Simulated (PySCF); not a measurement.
C₃H₄ClFSi, SMILES C(F)[Si@@H](Cl)C#C. The structure is a stationary point at PBE0-D3(BJ)/def2-SVP. The structure was generated by enumeration; whether it is a known compound was not checked. Other conformers were not sampled.

### Question
Give the equilibrium geometry at PBE0-D3(BJ)/def2-SVP (PySCF confirms it by a frequency run) as Cartesian coordinates in Å. (An estimate is asked for; the answer gives what the named calculation found.)

### Answer
This is not unique; one that fits is 
```xyz
10

C      2.3896    -0.0538    -1.5912
C      1.4660     0.1139    -0.8174
Si     0.0598     0.3748     0.3143
Cl     0.0646    -1.0862     1.7807
C     -1.5735     0.1952    -0.6212
F     -1.6610     1.1890    -1.5717
H      3.2079    -0.2015    -2.2742
H      0.1707     1.7072     0.9590
H     -1.6298    -0.7932    -1.1099
H     -2.4266     0.2723     0.0761
```
